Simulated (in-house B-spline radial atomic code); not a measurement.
The numbers below are computed, except where a source is named.
# Stopping and range of 5 keV H in InSb

The pair potential comes from two frozen, spherical free-atom densities (PBE, B-spline radial code, scalar-relativistic past argon): electrostatics plus the change in Thomas-Fermi kinetic and Dirac exchange energy where they overlap, the recipe behind the universal ZBL potential, which averages such potentials (from solid-state densities) over many pairs. It is written V = (Z1 Z2 e²/r) φ(r/a), with e² = 14.3996 eV·Å and a = 0.46850 Å/(Z1^0.23 + Z2^0.23); ZBL's fit is φ = 0.18175 e^(−3.1998x) + 0.50986 e^(−0.94229x) + 0.28022 e^(−0.4029x) + 0.02817 e^(−0.20162x). Where φ falls below 4e-4 it is continued as an exponential.

The target is taken as amorphous, with density 5.77 g/cm³ (NSM archive of the Ioffe Institute); channelling is ignored. Masses: H 1.01, In 114.82, Sb 121.76 u. Nuclear stopping is S_n = 4π a Z1 Z2 e² M1/(M1 + M2) × s_n(ε), with s_n integrated over impact parameters for each pair. Electronic stopping is Lindhard and Scharff's S_e = Z1^(1/6) 8π e² a0 Z1 Z2/(Z1^(2/3) + Z2^(2/3))^(3/2) × v/v0, with a0 = 0.529177 Å and v = v0 at 24.801 keV/u; it misses the oscillations with Z1 seen in experiment, which reach tens of per cent. Compounds add by atom fraction.

```
target atom    a (Å)  ε at this energy  s_n, this pair  s_n, ZBL potential
         In  0.13589            0.9546          0.2938              0.3147
         Sb  0.13500            0.9116          0.2962              0.3175
```

(1) What are the atom density and the stopping powers at entry?

Along the track:

```
E (keV)  N S_n (eV/nm)  N S_e (eV/nm)
   0.25          0.814           5.05
   0.75              1           8.75
    1.5           1.02           12.4
    2.5          0.995             16
   3.75          0.946           19.6
      5          0.899           22.6
```

(2) Estimate the path length and the projected range.

Results:

(1) N = 5.77 × 0.602214/118.29 = 0.02938 atoms/Å³. For In: S_n = 10.51 × 0.2938 = 3.086 eV·Å², S_e = 1.0861 × √5000 = 76.8 eV·Å². For Sb: S_n = 10.25 × 0.2962 = 3.035 eV·Å², S_e = 1.0891 × √5000 = 77.01 eV·Å². Averaged over the target's atoms (half each) and times N × 10 Å/nm, the ion loses N S_n = 0.899 eV/nm to recoils and N S_e = 22.6 eV/nm to electrons; the nuclear share is 4 %.

(2) With continuous slowing down the path is the integral of dE/(N (S_n + S_e)). Trapezoids over the table give 326 nm, and the stretch below the first row, with stopping taken as √E, adds 2E/(N S) = 85 nm: 411 nm in all, against 389 nm on a fine grid from 5 eV. Deflections shorten the depth: to first order in the energy passed on, N (S_n + S_e) dR_p/dE = 1 − N S_n (M2/M1) R_p/(2E), summed over the target's atoms, and integrating this on the fine grid gives R_p = 65.9 nm, 0.17 of the path. Lindhard's rule of thumb R/(1 + M2/3M1), with mean M2/M1 = 117.12, gives 9.7 nm; it assumes that nuclear stopping leads, so it comes too short here. On the ZBL potential the same equation gives 62.8 nm, and the full integral equation, which keeps hard collisions, 63 nm.
